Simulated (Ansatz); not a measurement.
trans-NiH2(PH3)2 (NiP₂H₈) was relaxed with PBE-D4 (def2-SVP, def2-SVPD) in Ansatz in these states: charge -1 doublet, neutral singlet, neutral triplet. The geometries follow in no particular order.

A:

```tsv
atom	x (Å)	y (Å)	z (Å)
Ni1	0.005	-0.024	0.013
H2	-0.081	0.037	1.564
P3	-2.055	-0.668	-0.216
H4	-2.748	-0.763	-1.478
H5	-2.977	0.246	0.389
H6	-2.635	-1.860	0.355
H7	-0.269	1.336	-0.690
P8	2.154	0.275	-0.016
H9	2.540	1.485	0.647
H10	2.937	0.503	-1.206
H11	3.129	-0.566	0.637
```

B:

```tsv
atom	x (Å)	y (Å)	z (Å)
Ni1	0.0848	-0.1409	0.0430
H2	0.8499	-1.3843	0.4242
P3	0.2210	-0.5112	-2.0102
H4	0.8111	0.5010	-2.8397
H5	-1.0034	-0.6306	-2.7503
H6	0.8881	-1.6290	-2.6191
H7	-0.6898	1.1164	-0.3423
P8	-0.1947	0.4694	2.0230
H9	-1.5392	0.6792	2.4805
H10	0.3059	1.7608	2.4006
H11	0.2662	-0.2309	3.1902
```

C:

```xyz
11

Ni    0.575   -0.555    0.079
H     1.940    0.213   -0.123
P    -0.185   -0.234   -1.890
H    -1.581   -0.375   -2.294
H     0.254   -1.078   -2.988
H    -0.008    0.968   -2.701
H    -0.296   -1.845    0.358
P    -0.026    0.465    1.855
H     0.511    0.063    3.145
H    -1.383    0.501    2.394
H     0.199    1.875    2.165
```

Question: Judge from the bond lengths which geometry belongs to which state (an estimate).

Answer: A is the neutral triplet (Ni1–P8 2.170 Å, Ni1–P3 2.170 Å, Ni1–H2 1.555 Å); B is the neutral singlet (Ni1–P8 2.091 Å, Ni1–P3 2.091 Å, Ni1–H2 1.509 Å); C is the charge -1 doublet (Ni1–P8 2.135 Å, Ni1–P3 2.135 Å, Ni1–H2 1.578 Å).

At PBE-D4/def2-SVPD the highest occupied level of the relaxed charge -1 doublet lies above zero (up to 1.14 eV). By energy differences its removal costs 0.24 eV (each at its own geometry, to the charge 0 singlet, at PBE0-D4/def2-TZVPD). At PBE0-D4/def2-TZVP a singlet lies 1.22 eV below the neutral triplet. The name describes the singlet; other states may take another shape.
